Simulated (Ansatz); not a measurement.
`C[SiH2]CCl` → `CCCl` + `[SiH2]` at 600 K and 1 bar (silylene formation by 1,1-elimination).

Isolated molecules relaxed with PBE0-D4/def2-TZVP in Ansatz; ΔE leaves out vibrations. CBS: MP2 limit from def2 TZ/QZ plus the TZ coupled-cluster correction, frozen cores. This one scheme is used for every species. One conformer a species, not always the lowest.

| species | CCSD(T)/CBS energy (Eh) | H − E (kJ/mol) | S (J/(mol·K)) |
| --- | --- | --- | --- |
| `C[SiH2]CCl` | -829.18668 | 274.8 | 424.6 |
| `CCCl` | -538.89655 | 212.5 | 329.5 |
| `[SiH2]` | -290.19011 | 52.1 | 233.9 |

H − E and S are ideal-gas, rigid-rotor, harmonic terms from PBE0-D4/def2-TZVP, for one conformer and one mirror image of each species. 1 Eh = 2625.50 kJ/mol, R = 8.31446 J/(mol·K).

Q: By hand: ΔE, ΔH, ΔS and ΔG.

A: ΔE = (-538.89655) + (-290.19011) − (-829.18668) = 0.10002 Eh = 262.6 kJ/mol. Δ(H − E) = 212.5 + 52.1 − 274.8 = -10.2, so ΔH = 252.4 kJ/mol. ΔS = 329.5 + 233.9 − 424.6 = 138.8 J/(mol·K). ΔG = 252.4 − 600 × (138.8)/1000 = 169.1 kJ/mol.

Q: By hand: the equilibrium constant, and the temperature at which ΔG would vanish if ΔH and ΔS stayed fixed.

A: log₁₀ K = −ΔG/(RT ln 10) = -14.7. ΔG = 0 at ΔH/ΔS = 1818 K.

The number of gas molecules changes by +1, which sets the sign of ΔS. A doubt of 5 kJ/mol in ΔE shifts log₁₀ K by 0.4 here. Other conformers and mirror images would add mixing entropy, several J/(mol·K) or more a flexible species. These are equilibria of isolated gas molecules and say nothing of rates. Largest T1 diagnostic: 0.014 (customary marks: 0.02 for closed shells, 0.045 for open ones).
